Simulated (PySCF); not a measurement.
H₃IOSi, SMILES O[SiH2]I.

Geometry optimised at B3LYP-D3(BJ)/def2-SVP. The def2 effective core potentials stand for the cores of I; spin–orbit coupling is left out. The values are those of a single conformer.

The numbers are results of TDA-CAM-B3LYP/def2-SVPD run with PySCF 2.14.0, not measurements.

Vertical excitations. Gas-phase values at a fixed geometry.

Q: Give excitation energies, oscillator strengths and character. (The exact figures need the calculation; the answer reports its results.)

A: 
```tsv
state	energy (eV)	λ (nm)	f	main pairs
S1	5.73	216	0.010	HOMO→LUMO 93 %
S2	5.88	211	0.007	HOMO−1→LUMO 94 %
S3	6.45	192	0.004	HOMO→LUMO+1 88 %
S4	6.69	185	0.024	HOMO−1→LUMO+1 82 %
S5	7.14	174	0.076	HOMO→LUMO+2 85 %
S6	7.31	170	0.122	HOMO−1→LUMO+2 81 %
S7	7.49	166	0.008	HOMO−2→LUMO+1 86 %
S8	7.69	161	0.138	HOMO−2→LUMO 44 %, HOMO→LUMO+7 27 %
S9	7.79	159	0.015	HOMO→LUMO+3 55 %, HOMO→LUMO+4 28 %
S10	7.87	158	0.030	HOMO−1→LUMO+3 45 %, HOMO→LUMO+4 17 %, HOMO−1→LUMO+7 9 %, HOMO→LUMO+3 7 %
T1	5.26	236	0	HOMO→LUMO 91 %
T2	5.38	231	0	HOMO−1→LUMO 90 %
T3	6.28	198	0	HOMO−1→LUMO+1 42 %, HOMO→LUMO+1 26 %, HOMO−2→LUMO 15 %
T4	6.31	197	0	HOMO→LUMO+1 60 %, HOMO−1→LUMO+1 16 %, HOMO−2→LUMO 9 %
```
Triplets are in the Tamm–Dancoff approximation.
